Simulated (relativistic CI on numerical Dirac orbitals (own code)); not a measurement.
## Tl XLVII: sensitivity of the levels to the model

Base calculation: Dirac-Coulomb-Breit CI, separate exchange-only KLI orbitals for each configuration, model QED, unscaled Slater integrals.

Configurations in the expansion (outside the closed core [Ar] 3d10): 4s²4p⁵, 4s4p⁶, 4s²4p⁴4d, 4s4p⁵4d, 4s²4p⁴4f, 4s4p⁵4f, 4p⁶4d, 4s4p⁴4d², 4s²4p³4d4f, 4p⁶4f, 4p⁵4d4f, 4p⁵4d², 4p⁴4d³, 4p⁴4d²4f. Double excitations out of closed p, d and f shells are left out; levels of such configurations are missing from the list, as are those of other unlisted configurations, and high levels can miss mixing partners.

Variants: (1) valence Slater integrals scaled by 0.9; (2) QED terms removed. Shifts of the energy above 4s²4p⁵ ²P°3/2, in eV, for the lowest level and the first level of each name with at least 55 % of one term (blank where a level changes its place among those of its configuration and J or its character, or is not in the variant):

| Level | Base | Δ(1) | Δ(2) |
| --- | --- | --- | --- |
| 4s²4p⁵ ²P°3/2 | 0.000 | 0.000 | 0.000 |
| 4s²4p⁵ ²P°1/2 | 151.591 | +0.115 | -0.115 |
| 4s²4p⁴4d ²D3/2 | 188.599 | -0.122 | +0.365 |
| 4s²4p⁴4d ⁴F9/2 | 206.908 | +1.064 | +0.289 |
| 4s4p⁶ ²S1/2 | 275.217 | +1.854 | +1.453 |
| 4s²4p⁴4d ⁴D1/2 | 317.875 | +2.122 | +0.255 |
| 4s²4p⁴4d ²G7/2 | 329.629 | +0.902 | +0.250 |
| 4s²4p⁴4d ²G9/2 | 361.000 | +0.899 | +0.173 |
| 4s²4p⁴4f ⁴D°1/2 | 425.670 | +0.686 | +0.491 |
| 4s²4p⁴4f ⁴G°11/2 | 436.534 | +0.129 | +0.314 |
| 4s4p⁵4d ⁴P°1/2 | 447.273 | +1.791 | +2.039 |
| 4s4p⁵4d ⁴P°3/2 | 454.279 | +1.115 | +1.951 |
| 4s4p⁵4d ²P°1/2 | 476.342 | -1.132 | +1.954 |
| 4s4p⁵4d ⁴F°9/2 | 482.971 | +1.135 | +1.881 |
| 4s4p⁵4d ²D°5/2 | 489.731 | +0.556 | +1.968 |
| 4s4p⁵4d ⁴D°7/2 | 493.039 | +0.223 | +1.925 |
| 4s4p⁵4d ²F°7/2 | 506.856 | -0.911 | +1.952 |
| 4s²4p⁴4f ⁴F°3/2 | 565.912 | +1.954 | +0.446 |

At this charge energies of transitions that change n are usually good to better than 1 %, and those within a shell (Δn = 0) to a few per cent.

Ionisation energy from the two ground configurations alone: base 2507.33 eV. The NIST ASD value (theoretical) is 2508 eV.

LS names give the leading component of a level, which can be under half, so a name can repeat, a term be missing and a line seem to break the LS rules.
